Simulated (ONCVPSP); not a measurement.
## Cutoff test, iodine (I), ONCV

```
Element                 : iodine (I)
Generator               : ONCVPSP 4.0.1
Type                    : optimised norm-conserving Vanderbilt (ONCV)
Functional              : PBE
Relativity              : scalar-relativistic
Frozen core             : [Ar] 3d10
Valence charge          : 25
Reference configuration : 4s2 4p6 4d10 5s2 5p4.5 (charge +0.5)
Partial waves           : 4s+5s: rc 1.25 bohr, ncon 4, nbas 8, qcut 11 1/bohr, 2 projectors; 4p+5p: rc 1.15 bohr, ncon 4, nbas 7, qcut 9.4 1/bohr, 3 projectors, debl 0.5 Ha; 4d: rc 1.25 bohr, ncon 4, nbas 8, qcut 10.1 1/bohr, 1 projector
Local potential         : polynomial inside 0.90 bohr (lpopt 3, dvloc0 6 Ha)
Core correction         : polynomial model core, fcfact 0.6
```

Q: For each optimised wave give the share of its norm inside rc, the residual kinetic energy above qcut (Ha) and the cutoffs (Ha) for errors of 10, 1, 0.1 and 0.01 mHa per electron.

A:

```tsv
wave	norm inside rc	residual KE	10 mHa	1 mHa	0.1 mHa	0.01 mHa
4s	0.966	6.1e-07	33.8	42.4	49.2	54.4
5s	0.114	2.0e-06	31.9	42.3	50.2	56.3
4p	0.897	1.7e-04	22.2	27.1	62.6	114.8
5p	0.048	1.3e-04	19.0	24.5	46.6	122.9
p projector 3	0.013	4.1e-05	15.8	21.9	37.3	68.2
4d	0.834	1.9e-04	38.5	45.8	64.0	147.8
```

The occupied waves need 46 Ha and 64 Ha for 1 and 0.1 mHa. Note: ghosts flagged at negative energy: p at -36.3 eV; GHOST(+) flags only above 600 eV. A true bound ghost makes a file unfit for plane-wave use. Its largest configuration-test error is -313 meV.
